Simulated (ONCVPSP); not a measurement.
**u(r) = r·R(r): atom against pseudo-atom (Si)**

Columns: radius, all-electron u(r) and pseudo u(r) of the 2p shell (level -99.86 eV) of silicon in the configuration [He] 2s2 2p6 3s2 3p1.5; PBEsol, scalar-relativistic, ONCV scheme, ONCVPSP 4.0.1.

```json
{"r (bohr)": "0.053", "all-electron": "0.1708", "pseudo": "0.0610"}
{"r (bohr)": "0.105", "all-electron": "0.4762", "pseudo": "0.2267"}
{"r (bohr)": "0.158", "all-electron": "0.7772", "pseudo": "0.4717"}
{"r (bohr)": "0.210", "all-electron": "1.0104", "pseudo": "0.7434"}
{"r (bohr)": "0.262", "all-electron": "1.1717", "pseudo": "1.0018"}
{"r (bohr)": "0.315", "all-electron": "1.2677", "pseudo": "1.2140"}
{"r (bohr)": "0.368", "all-electron": "1.3068", "pseudo": "1.3513"}
{"r (bohr)": "0.420", "all-electron": "1.3030", "pseudo": "1.4085"}
{"r (bohr)": "0.473", "all-electron": "1.2680", "pseudo": "1.3963"}
{"r (bohr)": "0.525", "all-electron": "1.2125", "pseudo": "1.3330"}
{"r (bohr)": "0.578", "all-electron": "1.1424", "pseudo": "1.2374"}
{"r (bohr)": "0.630", "all-electron": "1.0657", "pseudo": "1.1307"}
{"r (bohr)": "0.683", "all-electron": "0.9839", "pseudo": "1.0220"}
{"r (bohr)": "0.735", "all-electron": "0.9032", "pseudo": "0.9224"}
{"r (bohr)": "0.788", "all-electron": "0.8227", "pseudo": "0.8305"}
{"r (bohr)": "0.840", "all-electron": "0.7469", "pseudo": "0.7492"}
{"r (bohr)": "0.893", "all-electron": "0.6738", "pseudo": "0.6742"}
{"r (bohr)": "0.945", "all-electron": "0.6069", "pseudo": "0.6068"}
{"r (bohr)": "0.998", "all-electron": "0.5437", "pseudo": "0.5436"}
{"r (bohr)": "1.050", "all-electron": "0.4868", "pseudo": "0.4867"}
{"r (bohr)": "1.102", "all-electron": "0.4349", "pseudo": "0.4348"}
{"r (bohr)": "1.155", "all-electron": "0.3868", "pseudo": "0.3868"}
{"r (bohr)": "1.208", "all-electron": "0.3435", "pseudo": "0.3434"}
{"r (bohr)": "1.260", "all-electron": "0.3053", "pseudo": "0.3053"}
{"r (bohr)": "1.313", "all-electron": "0.2704", "pseudo": "0.2703"}
{"r (bohr)": "1.365", "all-electron": "0.2398", "pseudo": "0.2397"}
```

Question: How many radial nodes do the two functions have?

Answer: The all-electron 2p function has n − l − 1 = 0; the pseudo-wave has 0.

Question: At about which radius was the pseudo-wave matched?

Answer: 1.00 bohr. The columns agree to 0.0005 from 0.89 bohr on; several derivatives are matched, so the curves merge somewhat inside the radius.

Question: Where does each function peak?

Answer: Outermost all-electron maximum near 0.37 bohr, pseudo maximum near 0.42 bohr (to the table’s step).

Question: Is the pseudo-wave norm-conserving?

Answer: Yes: the ONCV scheme keeps the norm inside the radius equal to the all-electron one, which fixes the energy derivative of the logarithmic derivative at the level.
